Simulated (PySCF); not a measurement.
Calculation: TPSSh-D3(BJ)/def2-TZVP // PBE-D3(BJ)/def2-SVP (PySCF). All species are isolated molecules in the gas phase. 

Reference species: [Cd(H)2] (neutral, multiplicity 1).

```
Property                                Value
-------------------------------------  ------
coordination number                         2
charge on the central atom (Mulliken)  0.31 e
```

Changed species: [Cd(Br)(H)] (1 of 2 Br replaced by H; the reference has 2 of 2 Br replaced by H).

Q: Predict the effect on the coordination number and charge on the central atom (Mulliken).

A: the coordination number stays essentially unchanged; the charge on the central atom (Mulliken) rises by 0.22 e, to 0.53 e.
